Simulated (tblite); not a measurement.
C4H10BNO.
Numbering: `[CH3:1][C:2]([CH3:3])([CH3:4])[BH:5][N:6]=[O:7]` (hydrogens: H8, H9, H10 on C1; H11, H12, H13 on C3; H14, H15, H16 on C4; H17 on B5)

Computed with GFN2-xTB (tblite), gas phase: L-BFGS steps from a force-field or distance-geometry start until the largest atomic force falls under 0.01 eV/Å.

Step 61: E = -593.6036 eV
```
atom  x, y, z in Å  |  force x, y, z in eV/Å
C1      0.0199   -1.0545   -1.0254    0.004  -0.052   0.025
C2     -0.1539    0.0251    0.0407    0.165   0.006   0.126
C3     -0.4145    1.3689   -0.6349   -0.006   0.038   0.074
C4     -1.3004   -0.3365    0.9850    0.019   0.014   0.013
B5      1.1936    0.1757    1.0001    0.120  -0.044  -0.059
N6      2.3129   -0.1213    0.4260    0.114  -0.005  -0.069
O7      3.2616   -0.4311   -0.2430   -0.104   0.034   0.072
H8      0.0747   -2.0426   -0.5666   -0.019   0.082  -0.079
H9      0.9256   -0.9027   -1.6122   -0.064   0.028   0.051
H10    -0.8228   -1.0282   -1.7148   -0.061  -0.102   0.027
H11     0.3978    1.6304   -1.3086   -0.023  -0.030  -0.027
H12    -0.5227    2.1699    0.0910    0.032   0.006   0.086
H13    -1.3409    1.3158   -1.2041   -0.012  -0.005  -0.089
H14    -2.2315   -0.4361    0.4280   -0.009  -0.015  -0.016
H15    -1.0962   -1.2849    1.4863   -0.068   0.158  -0.037
H16    -1.4282    0.4435    1.7380   -0.044  -0.160  -0.089
H17     1.1180    0.5205    2.1046   -0.043   0.047  -0.009
```

Step 62: E = -593.6056 eV
```
atom  x, y, z in Å  |  force x, y, z in eV/Å
C1      0.0178   -1.0550   -1.0224    0.005  -0.019   0.031
C2     -0.1443    0.0260    0.0444    0.025   0.019   0.043
C3     -0.4164    1.3676   -0.6322    0.013   0.021   0.047
C4     -1.2961   -0.3333    0.9826    0.001   0.025  -0.053
B5      1.2005    0.1770    1.0004    0.076  -0.026  -0.005
N6      2.3209   -0.1180    0.4292   -0.231   0.073   0.105
O7      3.2569   -0.4330   -0.2439    0.296  -0.080  -0.181
H8      0.0693   -2.0400   -0.5639    0.010  -0.011  -0.029
H9      0.9198   -0.9048   -1.6095    0.033   0.024  -0.008
H10    -0.8232   -1.0353   -1.7134   -0.091  -0.043   0.046
H11     0.3921    1.6363   -1.3081   -0.035  -0.037  -0.033
H12    -0.5235    2.1640    0.0975    0.006   0.045   0.085
H13    -1.3467    1.3069   -1.1982    0.052   0.014  -0.049
H14    -2.2198   -0.4273    0.4167   -0.081  -0.033  -0.065
H15    -1.1020   -1.2847    1.4749   -0.037   0.091   0.053
H16    -1.4372    0.4444    1.7321    0.007  -0.124  -0.014
H17     1.1247    0.5212    2.1038   -0.050   0.061   0.027
```

Problem. Estimate the geometry and energy of step 63. (The exact step hangs on the optimiser's Hessian estimate; all steps are aligned on step 62, rigid shifts and turns removed.)

Solution. E = -593.6085 eV, largest force 0.196 eV/Å
```
atom  x, y, z in Å  |  force x, y, z in eV/Å
C1      0.0145   -1.0509   -1.0254    0.002   0.003  -0.016
C2     -0.1420    0.0284    0.0453   -0.100  -0.019  -0.025
C3     -0.4175    1.3694   -0.6335    0.044   0.039   0.033
C4     -1.2946   -0.3329    0.9827   -0.104   0.030  -0.076
B5      1.1995    0.1710    1.0003    0.132  -0.011  -0.015
N6      2.3242   -0.1199    0.4342    0.126  -0.055  -0.139
O7      3.2750   -0.4354   -0.2284   -0.089   0.051   0.081
H8      0.0786   -2.0359   -0.5710    0.025  -0.040   0.000
H9      0.9088   -0.8917   -1.6240   -0.001   0.015   0.012
H10    -0.8377   -1.0408   -1.7059   -0.037  -0.015   0.079
H11     0.3891    1.6301   -1.3174   -0.066  -0.024   0.012
H12    -0.5166    2.1693    0.0959    0.008   0.008   0.033
H13    -1.3507    1.3109   -1.1982    0.092   0.006   0.007
H14    -2.2205   -0.4461    0.4157    0.040  -0.002  -0.010
H15    -1.0952   -1.2753    1.4900   -0.023   0.084   0.034
H16    -1.4455    0.4525    1.7230    0.001  -0.128  -0.027
H17     1.1235    0.5092    2.1064   -0.050   0.059   0.017
```

The energy changes by -0.0029 eV. The first-order estimate −F·Δx gives -0.0058 eV and the mean of the old and new forces, exact on a quadratic surface, -0.0029 eV. The step makes an angle of 79° with the force vector and moves no atom by more than 0.024 Å.

The cost below is that of the whole relaxation. Time: 1.0 s. Hardware: one thread of an Arm Neoverse N1, shared host.
